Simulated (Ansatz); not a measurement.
C₃H₉BS (`CCCBS`) from Hartree–Fock to CCSD(T)

```xyz
14

C     1.593   -0.047    0.357
C     0.369    0.854    0.344
C    -0.610    0.505   -0.770
B    -1.473   -0.794   -0.676
S    -1.710   -1.828    0.752
H     2.271    0.208    1.175
H     2.152    0.047   -0.578
H     1.318   -1.099    0.466
H    -0.139    0.810    1.315
H     0.693    1.894    0.234
H    -1.356    1.308   -0.888
H    -0.091    0.496   -1.738
H    -2.111   -1.162   -1.620
H    -0.906   -1.193    1.625
```

Charge 0, multiplicity 1. All single points use the PBE0-D4/def2-TZVP geometry. It is one conformer, not always the lowest. Frozen core, restricted reference, the Gaussian-basis code of Ansatz. CBS rows extrapolate triple and quadruple zeta; past MP2 they add the triple-zeta difference.

```tsv
basis	HF (Eh)	MP2 corr.
def2-TZVPP	-541.15321	-0.81180
def2-QZVPP	-541.17109	-0.86652
```

Problem. Estimate the CCSD correlation energy and the (T) correction in each basis where they were run (hartree).

Solution. 
```json
{"basis": "def2-TZVPP", "CCSD corr.": "-0.87460", "(T)": "-0.03622"}
{"basis": "CBS(def2)", "CCSD corr.": "-0.96986", "(T)": "as TZ"}
```
